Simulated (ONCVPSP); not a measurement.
# carbon (C): excitation energies, all-electron against ONCV

| Property | Result |
| --- | --- |
| Element | C |
| Generator | ONCVPSP 4.0.1 |
| Type | optimised norm-conserving Vanderbilt (ONCV) |
| Functional | LDA (Perdew-Zunger) |
| Relativity | scalar-relativistic |
| Frozen core | [He] |
| Valence charge | 4 |
| Reference configuration | 2s2 2p2 |
| Partial waves | 2s: rc 1.35 bohr, ncon 5, nbas 9, qcut 4 1/bohr, 2 projectors, debl 2.6 Ha; 2p: rc 2.85 bohr, ncon 3, nbas 6, qcut 4.6 1/bohr, 1 projector |
| Local potential | polynomial inside 1.25 bohr (lpopt 3, dvloc0 -1 Ha) |
| Core correction | Teter function, fcfact 4.75, rcfact 1.65 |

Energies are relative to the spin-unpolarised reference configuration 2s2 2p2; without spin polarisation the order of configurations can differ from experiment.

| valence configuration | charge | ΔE all-electron (eV) | error AE − PS (meV) |
| --- | --- | --- | --- |
| 2s1 2p0 | +3 | 83.217 | +2280 |
| 2s2 2p1.5 | +0.5 | 4.029 | +25 |

(1) What are ΔE and the potential's error for 2s2 2p0?

(2) What are ΔE and the potential's error for 2s2 2p1?

Levels in the configuration 2s2 2p1:

| level | all-electron (eV) | pseudo (eV) |
| --- | --- | --- |
| 2s | -25.607 | -25.438 |
| 2p | -17.122 | -16.669 |

Answers

(1) ΔE = 35.247 eV all-electron; the error (AE − PS) is +1252 meV.

(2) ΔE = 10.988 eV all-electron; the error (AE − PS) is +160 meV.
